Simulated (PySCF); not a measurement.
# S⁷⁺: ionisation energy

S⁷⁺ [He] 2s2 2p5 [2p1/2^2 2p3/2^3, M_J = 3/2] → S⁸⁺ [He] 2s2 2p4 [2p1/2^2 2p3/2^2, M_J = 2], as a difference of total energies. Calculation: PySCF 2.14, in an even-tempered Gaussian basis (18 s from 0.78 bohr⁻², ratio 2.4; 11 p from 1 bohr⁻², ratio 2.4; 5 d from 6.7 bohr⁻², ratio 2.6; 5 f from 10 bohr⁻², ratio 2.6); the two-component X2C-1e Hamiltonian. Correlated levels: nothing frozen; the 28 highest virtual spinors dropped. "Screened" scales the spin-orbit matrix elements by Boettger's factors to mimic the two-electron term; Breit and QED terms are absent.

```
                    method  ionisation energy (eV)  error (eV)
           GHF (spin-free)                  327.27       -1.52
          GMP2 (spin-free)                  328.73       -0.06
 GHF (screened spin-orbit)                  327.19       -1.60
GMP2 (screened spin-orbit)                  328.64       -0.15
```

Reference: 328.79 eV (measured; NIST Atomic Spectra Database, ionization energies).

The labels give the starting determinants; with spin-orbit coupling the two ends relaxed to ⟨J²⟩ = 3.75, ⟨L²⟩ = 2.00, ⟨S²⟩ = 0.75 and ⟨J²⟩ = 6.00, ⟨L²⟩ = 2.03, ⟨S²⟩ = 1.98.
